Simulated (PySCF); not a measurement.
**Computed properties of C₂H₅NO₂Si, SMILES C(=O)/N=C/O[SiH3]**

C2H5NO2Si, SMILES O=C/N=C/O[SiH3]. The structure is a stationary point at r2SCAN-D4/def2-SVP. The structure was generated by enumeration; whether it is a known compound was not checked. The values are those of a single conformer. All values are computed for the isolated molecule unless a solvent is named; none is compared with measurement here.

**Structure.** All 27 harmonic modes at r2SCAN-D4/def2-SVP (PySCF) are real, so it is a minimum. With heavy atoms numbered as in [O:1]=[CH:2]/[N:3]=[CH:4]/[O:5][SiH3:6], the shortest bond between them is O1–C2 at 1.210 Å and the longest O5–Si6 at 1.734 Å.

**Vibrations.** The strongest infrared lines (harmonic, unscaled, degenerate partners summed) lie at 1669 cm⁻¹ (740 km/mol, C 57 %, N 36 %), 938 cm⁻¹ (344 km/mol, H 90 %), 1124 cm⁻¹ (196 km/mol, C 44 %, N 39 %, H 11 %). The softest mode is at 64 cm⁻¹ and the zero-point energy is 44.6 kcal/mol.

**Electronic structure.** ωB97X/def2-TZVP (PySCF) places the frontier levels at -10.29 and 0.61 eV, a gap of 10.90 eV, and gives a dipole moment of 2.66 D and a mean polarisability of 62.9 bohr³. PBE/def2-TZVP (PySCF) at the same geometry gives -6.17 and -2.71 eV, so its gap is 7.44 eV narrower. An orbital gap is neither the optical nor the fundamental gap.

**Excitations.** TDA-PBE0/def2-SVPD (PySCF) has S1 at 4.18 eV (296 nm, f = 0.001, dark); the most intense of the 10 singlets computed lies at 6.24 eV (f = 0.22). T1 (TDA) is at 3.70 eV, 0.48 eV under S1. TDA-PBE/def2-SVPD (PySCF) puts S1 at 3.61 eV. No vertical singlet excitation falls in the visible range (under 3.1 eV).

**NMR.** GIAO shifts at HF/pcSseg-1 (PySCF) (non-relativistic, atoms alike by connectivity averaged): ¹³C from 179.7 to 182.3 ppm against TMS; ¹H from 4.8 to 9.0 ppm against TMS; ²⁹Si at -33.4 ppm against TMS.

**Solvation.** SMD-B3LYP/6-31G* (PySCF) gives -2.2 kcal/mol in water, -3.9 kcal/mol in ethylethanoate, -3.5 kcal/mol in chlorobenzene (1 M in both phases, gas-phase geometry).
